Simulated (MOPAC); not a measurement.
Input for MOPAC: PM6 on ReN, 2S+1 = 3, a spin state set in the input, which need not be the lowest, a point of a bond scan (R = 1.716 Å).

```
PM6 1SCF PRECISE CHARGE=0 UHF MS=1 THREADS=1
NRe

Re     0.00000000 1     0.00000000 1     0.00000000 1
N      0.00000000 1     0.00000000 1     1.71616700 1
```

It printed:

```
*******************************************************************************
 **                                                                           **
 **                              MOPAC v23.2.5                                **
 **                                                                           **
 *******************************************************************************
 ** MOPAC's Digital Object Identifier: https://doi.org/10.5281/zenodo.6511958 **
 **                                                                           **
 ** Please cite the open-source release paper for use of this MOPAC version:  **
 ** J. E. Moussa and J. J. P. Stewart (2026)                                  **
 ** MOPAC: An open-source semiempirical molecular orbital program             **
 ** J. Open Source Softw., 11(119), 8025, https://doi.org/10.21105/joss.08025 **
 *******************************************************************************

                              PM6 CALCULATION RESULTS

 *******************************************************************************
 *  PM6        - The PM6 Hamiltonian to be used
 *  UHF        - UNRESTRICTED HARTREE-FOCK CALCULATION
 *
 *
 *
 *                 CHARGE ON SYSTEM = 0
 *
 *
 *
 *  MS=        - IN MECI, MAGNETIC COMPONENT OF SPIN =  1.0
 *  PRECISE    - TIGHTER CRITERIA TO BE USED
 *  1SCF       - DO 1 SCF AND THEN STOP
 *  THREADS=1  - MULTI-THREADING NOT USED
 *  T=         - A TIME OF 172800.0 SECONDS REQUESTED
 *  DUMP=N     - RESTART FILE WRITTEN EVERY 7200.0 SECONDS REQUESTED
 *******************************************************************************
PM6 1SCF PRECISE CHARGE=0 UHF MS=1 THREADS=1
 NRe

   ATOM   CHEMICAL          X               Y               Z
  NUMBER   SYMBOL      (ANGSTROMS)     (ANGSTROMS)     (ANGSTROMS)

     1      Re          0.00000000  *   0.00000000  *   0.00000000  *
     2       N          0.00000000  *   0.00000000  *   1.71616700  *



          CARTESIAN COORDINATES

    NO.       ATOM           X           Y           Z

     1        Re          0.0000      0.0000      0.0000
     2         N          0.0000      0.0000      1.7162

 General Reference for PM6:
 "Optimization of Parameters for Semiempirical Methods V: Modification of NDDO Approximations
 and Application to 70 Elements", J. J. P. Stewart, J. Mol. Mod., 13, 1173-1213 (2007)
 URL: https://link.springer.com/article/10.1007/s00894-007-0233-4

           Empirical Formula: N Re  =     2 atoms



      MOLECULAR POINT GROUP   :   C*v


          UHF CALCULATION, NO. OF ALPHA ELECTRONS =    7
                           NO. OF BETA  ELECTRONS =    5

 -------------------------------------------------------------------------------
 PM6 1SCF PRECISE CHARGE=0 UHF MS=1 THREADS=1
 NRe



     1SCF WAS SPECIFIED, SO BFGS WAS NOT USED
     SCF FIELD WAS ACHIEVED


                              PM6 CALCULATION
                                                       MOPAC v23.2.5 Linux




          FINAL HEAT OF FORMATION =        234.17985 KCAL/MOL =     979.80850 KJ/MOL


          COSMO AREA              =         89.96 SQUARE ANGSTROMS
          COSMO VOLUME            =         78.32 CUBIC ANGSTROMS

          IONIZATION POTENTIAL    =          7.748061 EV
          ALPHA SOMO LUMO (EV)    =         -8.930 -1.768
          BETA  SOMO LUMO (EV)    =         -7.748 -0.978
          NO. OF ALPHA ELECTRONS  =          7
          NO. OF BETA  ELECTRONS  =          5
          MOLECULAR WEIGHT        =        200.2137         POINT GROUP:  C*v

          MOLECULAR DIMENSIONS (Angstroms)

            Atom       Atom       Distance
            N     2   Re     1     1.71617
            N     2   Re     1     0.00000
           Re     1    N     2     0.00000


          SCF CALCULATIONS        =          1





   ATOM   CHEMICAL          X               Y               Z
  NUMBER   SYMBOL      (ANGSTROMS)     (ANGSTROMS)     (ANGSTROMS)

     1      Re          0.00000000  *   0.00000000  *   0.00000000  *
     2       N          0.00000000  *   0.00000000  *   1.71616700  *

                             CARTESIAN COORDINATES

   1   Re        0.000000000     0.000000000     0.000000000
   2    N        0.000000000     0.000000000     1.716167000


           Empirical Formula: N Re  =     2 atoms



      MOLECULAR POINT GROUP   :   C*v


          ALPHA EIGENVALUES
 -22.07967 -10.61419 -10.61419  -9.93996  -9.63936  -8.93022  -8.93022  -1.76810
  -1.76810  -0.75927   2.37196   2.37196   4.20054


           BETA EIGENVALUES
 -25.86486 -12.95218 -12.56664 -12.56664  -7.74806  -0.97788  -0.97788  -0.70594
  -0.70594  -0.23154   2.85457   2.85457   4.08639


              NET ATOMIC CHARGES AND DIPOLE CONTRIBUTIONS

  ATOM NO.   TYPE          CHARGE      No. of ELECS.   s-Pop       p-Pop       d-Pop
    1         Re           0.003822        6.9962     1.88097     0.41724     4.69797
    2          N          -0.003822        5.0038     1.74761     3.25621
 DIPOLE           X         Y         Z       TOTAL
 POINT-CHG.     0.000     0.000    -0.032     0.032
 HYBRID         0.000    -0.000    -1.684     1.684
 SUM            0.000    -0.000    -1.716     1.716


          ATOMIC ORBITAL ELECTRON POPULATIONS

     Atom    s        px        py        pz      x^2-y^2     xz        z^2       yz        xy
    1 Re   1.88097   0.07725   0.07725   0.26274   1.00000   0.80477   1.08843   0.80477   1.00000
    2  N   1.74761   1.11799   1.11799   1.02024


                    (SZ)    =    1.000000
                    (S**2)  =    3.058610


          ATOMIC ORBITAL SPIN POPULATIONS

    Atom   Total    s     px     py     pz   x^2-y^2  xz     z^2    yz     xy
         Atomic
    1 Re  3.7254  0.010  0.009  0.009  0.136  1.000  0.517  0.527  0.517  1.000
    2  N -1.7254 -0.073 -0.526 -0.526 -0.601

 **********************
 *                    *
 * JOB ENDED NORMALLY *
 *                    *
 **********************




 == MOPAC DONE ==
```

The run finished. Its determinant has ⟨S²⟩ = 3.06, a mixture of spin states.

Cost: very roughly 0.04 core-seconds.
